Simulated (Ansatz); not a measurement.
Sn3H8, relaxed as a singlet with RKS PBE0-D4/def2-SVP in Ansatz, starting from the GFN2-xTB geometry. Force threshold 0.02 eV/Å.

In the def2 sets Sn takes a core potential; there is no spin–orbit coupling.

Start:

Cartesian coordinates in Å:
```
Sn -0.4071 -2.2697 0.7150
H -2.0537 -2.4171 0.9187
H 0.1198 -3.7067 0.0633
H 0.2321 -2.1895 2.2530
Sn 0.2693 -0.1634 -0.8681
H -0.6615 -0.2504 -2.2712
H 1.8022 -0.4510 -1.5090
Sn 0.1896 2.4043 0.0250
H 0.6655 3.4678 -1.1614
H -1.3351 2.8865 0.4984
H 1.1789 2.6892 1.3363
```

| step | energy (eV) | largest force component (eV/Å) | SCF passes |
| --- | --- | --- | --- |
| 1 | -17623.9231 | 0.771 | 12 |
| 2 | -17623.9400 | 0.703 | 16 |
| 3 | -17624.1230 | 0.378 | 17 |
| 4 | -17624.1369 | 0.023 | 17 |
| 5 (rejected) | -17624.1365 | 0.055 | 16 |
| 6 | -17624.1386 | 0.012 | 17 |
| 7 | -17624.1394 | 0.016 | 17 |

Force components are those of the run's own axes.

End:

Cartesian coordinates in Å:
```
Sn -0.411 -2.186 0.731
H -2.107 -2.157 0.975
H 0.035 -3.741 0.162
H 0.355 -1.919 2.241
Sn 0.337 -0.201 -1.069
H -0.662 -0.283 -2.463
H 1.954 -0.476 -1.577
Sn 0.155 2.335 0.060
H 0.617 3.550 -1.058
H -1.453 2.643 0.567
H 1.181 2.435 1.430
```

By distances, no bond broke or formed. The bond that changes most is Sn5–Sn8, from 2.72 to 2.78 Å (atoms count from 1).

The force fell under the threshold at step 6, but the optimiser went on. No frequencies were taken in this run, so the end may be a saddle point.

Run time 16 s (4 threads of Arm Neoverse V2 on a shared host).
